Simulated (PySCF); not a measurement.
**Correlation energy of S (sulfur, neutral)**

[Ne] 3s2 3p4, high-spin 3P determinant. Computed with PySCF 2.14 in aug-cc-pwCVDZ, with the non-relativistic Hamiltonian (point nucleus). Frozen: 1s2; 14 electrons correlated.

```json
{"level": "CCSD", "correlation energy (mhartree)": "-259.06"}
{"level": "(T)", "correlation energy (mhartree)": "-3.51"}
{"level": "CCSD(T)", "correlation energy (mhartree)": "-262.57"}
```

Diagnostics: T1 = 0.0065, D1 = 0.0318, largest double amplitude 0.046.

**Question.** Is a single reference adequate?

**Answer.** Yes: T1 lies below 0.03 and no double amplitude reaches 0.07.
